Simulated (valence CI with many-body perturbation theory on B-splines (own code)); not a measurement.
# Pb¹⁰⁺: fill in the table

Calculated by relativistic CI+MBPT: four valence electrons over a frozen Dirac-Fock core [Xe] 4f14, a basis of 7 s, 7 p, 8 d, 6 f, 4 g, 1 h functions for each j, with the one-electron correlation potential Σ1, the two-electron term Σ2, the three-electron term Σ3, Breit, model QED; selected CI, second order for the rest, scaled by the run's own slope (own B-spline code, finite nucleus).

No measured spectrum was set against this ion. As an estimate, terms of the open shell hold to 2 to 4 % of their energy, and close levels can change places. Excitations out of the core, of the other parity, are not computed and may begin above about 49.7 eV (a cautious bound); beyond it only levels of the ground parity were kept, without lifetimes.

| Level | E (eV) |
| --- | --- |
| (5d3/2^4) J=0 | 0.0000 |
| (5d3/2^3 5d5/2) J=1 | 2.184 |
| (5d3/2^3 5d5/2) J=2 | ? |
| (5d3/2^3 5d5/2) J=4 | 4.163 |
| (5d3/2^3 5d5/2) J=3 | ? |
| (5d3/2^2 5d5/2^2) J=0 [a] | 6.054 |
| (5d3/2^2 5d5/2^2) J=4 [a] | ? |
| (5d3/2^2 5d5/2^2) J=3 [a] | 6.824 |
| (5d3/2^2 5d5/2^2) J=2 [a] | 6.866 |
| (5d3/2^2 5d5/2^2) J=5 | 7.426 |
| (5d3/2^2 5d5/2^2) J=1 | 7.692 |
| (5d3/2^2 5d5/2^2) J=6 | ? |
| (5d3/2^2 5d5/2^2) J=4 [b] | 8.530 |
| (5d3/2^2 5d5/2^2) J=2 [b] | 8.664 |
| (5d3/2^2 5d5/2^2) J=3 [b] | ? |
| (5d3/2 5d5/2^3) J=4 [a] | 9.815 |
| (5d3/2^2 5d5/2^2) J=2 [c] | 10.384 |
| (5d3/2 5d5/2^3) J=3 [a] | 10.572 |
| (5d3/2 5d5/2^3) J=5 | 11.248 |
| (5d3/2 5d5/2^3) J=1 [a] | ? |

Levels are named by their leading jj configuration (3d3/2^4 stands for four electrons in 3d with j = 3/2), which in mixed levels can hold well under half, so a name can repeat and another be missing. Letters in brackets count levels of one name in rising energy.

Problem. The levels stand in rising order. What does the calculation give for the missing energies?

Solution. (5d3/2^3 5d5/2) J=2 3.522; (5d3/2^3 5d5/2) J=3 4.232; (5d3/2^2 5d5/2^2) J=4 [a] 6.345; (5d3/2^2 5d5/2^2) J=6 7.941; (5d3/2^2 5d5/2^2) J=3 [b] 8.717; (5d3/2 5d5/2^3) J=1 [a] 11.321.
